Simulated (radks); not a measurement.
All-electron atom: Tm+ in [Kr] 4d10 4f13 5s2 5p5 6s1 6p1 (not the ground configuration).

Calculated with a radial shooting solver on a logarithmic mesh with Libxc functionals: non-relativistic Kohn-Sham, PBE, spin-unpolarised, spherical densities, point nucleus; relativity is left out, which matters for an element this heavy.

Energy parts (eV):
part                      energy
total                 -352187.02
kinetic                352088.92
electron-nucleus      -837381.65
Hartree                140514.26
exchange-correlation    -7408.54

Orbitals (lengths in bohr, moments of r in powers of bohr; <r^-3> diverges for s and p1/2; r(max) is where P^2 peaks; r(90%) holds 90 % of the orbital's charge):
[
 {"orbital": "1s", "occ.": "2", "eigenvalue (eV)": "-55092.53", "r(max)": "0.01457", "r(90%)": "0.0390", "<r^-3>": "-", "<r^4>": "1.049e-06"},
 {"orbital": "2s", "occ.": "2", "eigenvalue (eV)": "-8918.855", "r(max)": "0.07958", "r(90%)": "0.143", "<r^-3>": "-", "<r^4>": "0.0001739"},
 {"orbital": "2p", "occ.": "6", "eigenvalue (eV)": "-8519.794", "r(max)": "0.06187", "r(90%)": "0.127", "<r^-3>": "11370", "<r^4>": "0.0001101"},
 {"orbital": "3s", "occ.": "2", "eigenvalue (eV)": "-1997.634", "r(max)": "0.2200", "r(90%)": "0.348", "<r^-3>": "-", "<r^4>": "0.006251"},
 {"orbital": "3p", "occ.": "6", "eigenvalue (eV)": "-1816.197", "r(max)": "0.2078", "r(90%)": "0.340", "<r^-3>": "2378", "<r^4>": "0.005644"},
 {"orbital": "3d", "occ.": "10", "eigenvalue (eV)": "-1478.170", "r(max)": "0.1648", "r(90%)": "0.312", "<r^-3>": "413.6", "<r^4>": "0.003943"},
 {"orbital": "4s", "occ.": "2", "eigenvalue (eV)": "-391.6426", "r(max)": "0.4990", "r(90%)": "0.770", "<r^-3>": "-", "<r^4>": "0.1532"},
 {"orbital": "4p", "occ.": "6", "eigenvalue (eV)": "-318.3471", "r(max)": "0.5019", "r(90%)": "0.795", "<r^-3>": "526.6", "<r^4>": "0.1734"},
 {"orbital": "4d", "occ.": "10", "eigenvalue (eV)": "-186.2829", "r(max)": "0.5034", "r(90%)": "0.863", "<r^-3>": "77.65", "<r^4>": "0.2393"},
 {"orbital": "5s", "occ.": "2", "eigenvalue (eV)": "-57.6047", "r(max)": "1.181", "r(90%)": "1.91", "<r^-3>": "-", "<r^4>": "5.767"},
 {"orbital": "5p", "occ.": "5", "eigenvalue (eV)": "-38.0742", "r(max)": "1.290", "r(90%)": "2.18", "<r^-3>": "66.38", "<r^4>": "9.779"},
 {"orbital": "4f", "occ.": "13", "eigenvalue (eV)": "-20.7177", "r(max)": "0.4881", "r(90%)": "1.29", "<r^-3>": "12.28", "<r^4>": "1.580"},
 {"orbital": "5d", "occ.": "0", "eigenvalue (eV)": "-11.1564", "r(max)": "1.751", "r(90%)": "3.61", "<r^-3>": "4.199", "<r^4>": "72.31"},
 {"orbital": "6s", "occ.": "1", "eigenvalue (eV)": "-10.6527", "r(max)": "3.183", "r(90%)": "5.12", "<r^-3>": "-", "<r^4>": "295.4"},
 {"orbital": "6p", "occ.": "1", "eigenvalue (eV)": "-7.1502", "r(max)": "3.819", "r(90%)": "6.21", "<r^-3>": "6.834", "<r^4>": "634.5"},
 {"orbital": "7s", "occ.": "0", "eigenvalue (eV)": "-3.3270", "r(max)": "7.354", "r(90%)": "10.9", "<r^-3>": "-", "<r^4>": "6265"}
]

The highest occupied level is 6p at -7.150 eV. The configuration is held as typed, so some empty levels lie below it. The electron density at the nucleus is 2.346e+05 e/bohr^3. Summed over all electrons, <r^2> = 68.53 bohr^2, which gives a Langevin (diamagnetic) susceptibility term of -54.3 x 10^-6 cm^3/mol. The density falls to 0.001 e/bohr^3 at r = 5.08 bohr. Virial ratio -V/T = 2.00028.
